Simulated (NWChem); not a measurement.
Molecule: CH₃BeBr; SMILES [Br][Be][CH3]

```xyz
6

Be    -0.0001    -1.1201     0.0006
Br     0.0008     0.8507     0.0002
C     -0.0004    -2.7975    -0.0010
H     -0.7614    -3.2066    -0.6791
H     -0.2064    -3.2097     0.9959
H      0.9667    -3.2072    -0.3223
```
Atoms are numbered in this order, from 1.

All runs use the structure optimised with B3LYP/6-31G* (spherical d).

Task: List the 6 lowest vertical singlet excitations from LDA (Slater exchange, VWN5)/def2-SVPD, full TDDFT (NWChem).

Result: 
| state | energy (eV) | oscillator strength | leading excitation (squared amplitude) |
|---|---|---|---|
| S1 | 6.48 | 0.000 | HOMO → LUMO (0.50) |
| S2 | 6.57 | 0.000 | HOMO−1 → LUMO (0.50) |
| S3 | 6.57 | 0.000 | HOMO−1 → LUMO+1 (0.50) |
| S4 | 6.78 | 0.005 | HOMO−2 → LUMO (0.87) |
| S5 | 6.78 | 0.005 | HOMO−2 → LUMO+1 (0.87) |
| S6 | 6.98 | 0.069 | HOMO−1 → LUMO+2 (0.87) |
